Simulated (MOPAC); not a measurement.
Input for MOPAC: PM7 on C2H6GeO3 (SMILES C=[CH][Ge]([OH])([OH])[OH]), a point of a bond scan (R = 3.369 Å).

```
PM7 1SCF PRECISE CHARGE=0 THREADS=1
C2H6GeO3

C      3.95768654 1    -0.12548565 1     0.35133221 1
C      3.08249911 1     0.04100180 1    -0.63414610 1
Ge    -0.24090069 1     0.00808680 1    -0.08244770 1
O     -0.45056536 1    -0.13095780 1     1.68087668 1
O     -1.11120563 1     1.44032011 1    -0.70160870 1
O     -1.08091844 1    -1.31788268 1    -0.91219900 1
H      3.63954747 1    -0.28643455 1     1.37432782 1
H      5.02724709 1    -0.10895142 1     0.16995497 1
H      3.42308964 1     0.19904951 1    -1.65170140 1
H     -1.30004712 1    -0.51668242 1     1.91876067 1
H     -0.96260331 1     2.23087179 1    -0.17271255 1
H     -1.85329713 1    -0.98996833 1    -1.38660390 1
```

Output:

```
*******************************************************************************
 **                                                                           **
 **                              MOPAC v23.2.5                                **
 **                                                                           **
 *******************************************************************************
 ** MOPAC's Digital Object Identifier: https://doi.org/10.5281/zenodo.6511958 **
 **                                                                           **
 ** Please cite the open-source release paper for use of this MOPAC version:  **
 ** J. E. Moussa and J. J. P. Stewart (2026)                                  **
 ** MOPAC: An open-source semiempirical molecular orbital program             **
 ** J. Open Source Softw., 11(119), 8025, https://doi.org/10.21105/joss.08025 **
 *******************************************************************************

                              PM7 CALCULATION RESULTS

 *******************************************************************************
 *  PM7        - The PM7 Hamiltonian to be used
 *
 *
 *
 *                 CHARGE ON SYSTEM = 0
 *
 *
 *
 *  PRECISE    - TIGHTER CRITERIA TO BE USED
 *  1SCF       - DO 1 SCF AND THEN STOP
 *  THREADS=1  - MULTI-THREADING NOT USED
 *  T=         - A TIME OF 172800.0 SECONDS REQUESTED
 *  DUMP=N     - RESTART FILE WRITTEN EVERY 7200.0 SECONDS REQUESTED
 *******************************************************************************
PM7 1SCF PRECISE CHARGE=0 THREADS=1
 C2H6GeO3

   ATOM   CHEMICAL          X               Y               Z
  NUMBER   SYMBOL      (ANGSTROMS)     (ANGSTROMS)     (ANGSTROMS)

     1       C          3.95768654  *  -0.12548565  *   0.35133221  *
     2       C          3.08249911  *   0.04100180  *  -0.63414610  *
     3      Ge         -0.24090069  *   0.00808680  *  -0.08244770  *
     4       O         -0.45056536  *  -0.13095780  *   1.68087668  *
     5       O         -1.11120563  *   1.44032011  *  -0.70160870  *
     6       O         -1.08091844  *  -1.31788268  *  -0.91219900  *
     7       H          3.63954747  *  -0.28643455  *   1.37432782  *
     8       H          5.02724709  *  -0.10895142  *   0.16995497  *
     9       H          3.42308964  *   0.19904951  *  -1.65170140  *
    10       H         -1.30004712  *  -0.51668242  *   1.91876067  *
    11       H         -0.96260331  *   2.23087179  *  -0.17271255  *
    12       H         -1.85329713  *  -0.98996833  *  -1.38660390  *



          CARTESIAN COORDINATES

    NO.       ATOM           X           Y           Z

     1         C          3.9577     -0.1255      0.3513
     2         C          3.0825      0.0410     -0.6341
     3        Ge         -0.2409      0.0081     -0.0824
     4         O         -0.4506     -0.1310      1.6809
     5         O         -1.1112      1.4403     -0.7016
     6         O         -1.0809     -1.3179     -0.9122
     7         H          3.6395     -0.2864      1.3743
     8         H          5.0272     -0.1090      0.1700
     9         H          3.4231      0.1990     -1.6517
    10         H         -1.3000     -0.5167      1.9188
    11         H         -0.9626      2.2309     -0.1727
    12         H         -1.8533     -0.9900     -1.3866

 General Reference for PM7:
 "Optimization of Parameters for Semiempirical Methods VI: More Modifications to the
 NDDO Approximations and Re-optimization of Parameters", J. J. P. Stewart, J. Mol. Mod., 1:32, 19 (2013)
 https://link.springer.com/article/10.1007/s00894-012-1667-x

           Empirical Formula: C2 H6 O3 Ge  =    12 atoms



      MOLECULAR POINT GROUP   :   C1


      RHF CALCULATION, NO. OF DOUBLY OCCUPIED LEVELS = 18


 -------------------------------------------------------------------------------
 PM7 1SCF PRECISE CHARGE=0 THREADS=1
 C2H6GeO3



     1SCF WAS SPECIFIED, SO BFGS WAS NOT USED
     SCF FIELD WAS ACHIEVED


                              PM7 CALCULATION
                                                       MOPAC v23.2.5 Linux




          FINAL HEAT OF FORMATION =        -41.79129 KCAL/MOL =    -174.85477 KJ/MOL


          COSMO AREA              =        154.61 SQUARE ANGSTROMS
          COSMO VOLUME            =        141.75 CUBIC ANGSTROMS

          IONIZATION POTENTIAL    =          7.994265 EV
          HOMO LUMO ENERGIES (EV) =         -7.994 -3.104
          NO. OF FILLED LEVELS    =         18
          MOLECULAR WEIGHT        =        150.6576         POINT GROUP:  C1

          MOLECULAR DIMENSIONS (Angstroms)

            Atom       Atom       Distance
            H    12    H     8     7.10922
            H     9    H    10     4.53082
            H    11    O     6     3.51846


          SCF CALCULATIONS        =          1





   ATOM   CHEMICAL          X               Y               Z
  NUMBER   SYMBOL      (ANGSTROMS)     (ANGSTROMS)     (ANGSTROMS)

     1       C          3.95768654  *  -0.12548565  *   0.35133221  *
     2       C          3.08249911  *   0.04100180  *  -0.63414610  *
     3      Ge         -0.24090069  *   0.00808680  *  -0.08244770  *
     4       O         -0.45056536  *  -0.13095780  *   1.68087668  *
     5       O         -1.11120563  *   1.44032011  *  -0.70160870  *
     6       O         -1.08091844  *  -1.31788268  *  -0.91219900  *
     7       H          3.63954747  *  -0.28643455  *   1.37432782  *
     8       H          5.02724709  *  -0.10895142  *   0.16995497  *
     9       H          3.42308964  *   0.19904951  *  -1.65170140  *
    10       H         -1.30004712  *  -0.51668242  *   1.91876067  *
    11       H         -0.96260331  *   2.23087179  *  -0.17271255  *
    12       H         -1.85329713  *  -0.98996833  *  -1.38660390  *

                             CARTESIAN COORDINATES

   1    C        3.957686540    -0.125485650     0.351332210
   2    C        3.082499110     0.041001800    -0.634146100
   3   Ge       -0.240900690     0.008086800    -0.082447700
   4    O       -0.450565360    -0.130957800     1.680876680
   5    O       -1.111205630     1.440320110    -0.701608700
   6    O       -1.080918440    -1.317882680    -0.912199000
   7    H        3.639547470    -0.286434550     1.374327820
   8    H        5.027247090    -0.108951420     0.169954970
   9    H        3.423089640     0.199049510    -1.651701400
  10    H       -1.300047120    -0.516682420     1.918760670
  11    H       -0.962603310     2.230871790    -0.172712550
  12    H       -1.853297130    -0.989968330    -1.386603900


           Empirical Formula: C2 H6 O3 Ge  =    12 atoms



      MOLECULAR POINT GROUP   :   C1


                  EIGENVALUES
 -27.52497 -27.40700 -27.36344 -26.93288 -20.12635 -17.76131 -16.31142 -15.88082
 -15.54701 -14.45060 -13.91710 -12.16445 -11.68093 -11.60164 -11.16051 -10.95591
 -10.84292  -7.99427  -3.10353   0.17044   0.37322   0.43817   0.62342   4.48897
   4.68816   5.19240   5.71940   6.34082   6.41887   6.47390


              NET ATOMIC CHARGES AND DIPOLE CONTRIBUTIONS

  ATOM NO.   TYPE          CHARGE      No. of ELECS.   s-Pop       p-Pop
    1          C          -0.398619        4.3986     1.10389     3.29473
    2          C           0.102704        3.8973     1.22522     2.67208
    3         Ge           0.757892        3.2421     1.35225     1.88986
    4          O          -0.663343        6.6633     1.79155     4.87179
    5          O          -0.692283        6.6923     1.79002     4.90226
    6          O          -0.647049        6.6470     1.78896     4.85809
    7          H           0.190104        0.8099     0.80990
    8          H           0.183442        0.8166     0.81656
    9          H           0.156511        0.8435     0.84349
   10          H           0.333170        0.6668     0.66683
   11          H           0.338356        0.6616     0.66164
   12          H           0.339114        0.6609     0.66089
 DIPOLE           X         Y         Z       TOTAL
 POINT-CHG.     5.219     0.992    -0.779     5.369
 HYBRID        -1.533     0.123     0.421     1.594
 SUM            3.686     1.115    -0.358     3.867


          ATOMIC ORBITAL ELECTRON POPULATIONS

     Atom    s        px        py        pz
    1  C   1.10389   1.06895   1.09560   1.13018
    2  C   1.22522   0.76086   0.90752   1.00371
    3 Ge   1.35225   0.86076   0.50388   0.52522
    4  O   1.79155   1.51436   1.84192   1.51551
    5  O   1.79002   1.79475   1.42623   1.68128
    6  O   1.78896   1.54362   1.56666   1.74781
    7  H   0.80990
    8  H   0.81656
    9  H   0.84349
   10  H   0.66683
   11  H   0.66164
   12  H   0.66089

 **********************
 *                    *
 * JOB ENDED NORMALLY *
 *                    *
 **********************




 == MOPAC DONE ==
```

The run finished.

Cost: roughly 0.03 core-seconds.
